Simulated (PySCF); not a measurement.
Parent: `[CH2:1]=[CH:2]/[CH:3]=[CH:4]/[CH:5]=[S:6]` with C1–C2–C3–C4 180°, C3–C4–C5–S6 180°, C5H6S.

The calculation used BHandHLYP/cc-pVDZ geometry optimisation, gas phase in PySCF 2.14.0. One conformer each, not checked by frequencies here.

| coordinate of the parent | value |
| --- | --- |
| C1=C2 | 1.333 Å |
| C2–C3 | 1.446 Å |
| C3=C4 | 1.346 Å |
| C4–C5 | 1.438 Å |
| C5=S6 | 1.628 Å |
| C1–C2–C3 | 123.4° |
| C2–C3–C4 | 124.3° |
| C3–C4–C5 | 122.2° |
| C4–C5–S6 | 125.5° |

Problem. How does the shared frame change in `[CH2:1]=[CH:2]/[C:3]([F:4])=[CH:5]/[CH:6]=[S:7]` with C1–C2–C3–F4 0°, C3–C5–C6–S7 180°, C5H5FS? Atoms pair as C1 = C1, C2 = C2, C3 = C3, C4 = C5, C5 = C6, S6 = S7 (parent first).

Solution. 
```
  parent  relative  value in the relative  change
   C1=C2     C1=C2                1.331 Å  -0.002
   C2–C3     C2–C3                1.446 Å   0.000
   C3=C4     C3=C5                1.344 Å  -0.002
   C4–C5     C5–C6                1.435 Å  -0.003
   C5=S6     C6=S7                1.629 Å  +0.001
C1–C2–C3  C1–C2–C3                 123.4°     0.0
C2–C3–C4  C2–C3–C5                 125.8°    +1.5
C3–C4–C5  C3–C5–C6                 123.4°    +1.2
C4–C5–S6  C5–C6–S7                 124.8°    -0.7
```

No shared bond changes by more than 0.004 Å. Bonds of the relative outside the shared frame: C3–F4 1.333 Å. Point group Cs → Cs.

Problem. How does the shared frame change in `[CH2:1]=[CH:2]/[CH:3]=[C:4](\[CH3:5])[CH:6]=[S:7]` with C1–C2–C3–C4 179°, C3–C4–C6–S7 180°, C6H8S? Atoms pair as C1 = C1, C2 = C2, C3 = C3, C4 = C4, C5 = C6, S6 = S7 (parent first).

Solution. 
```csv
parent,relative,value in the relative,change
C1=C2,C1=C2,1.334 Å,+0.001
C2–C3,C2–C3,1.447 Å,+0.001
C3=C4,C3=C4,1.353 Å,+0.007
C4–C5,C4–C6,1.451 Å,+0.013
C5=S6,C6=S7,1.628 Å,0.000
C1–C2–C3,C1–C2–C3,122.6°,-0.8
C2–C3–C4,C2–C3–C4,127.7°,+3.4
C3–C4–C5,C3–C4–C6,116.3°,-5.9
C4–C5–S6,C4–C6–S7,126.8°,+1.3
```

Of the parent's bonds, C4–C5 changes most (+0.013 Å). Bonds of the relative outside the shared frame: C4–C5 1.496 Å. Point group Cs → Cs.
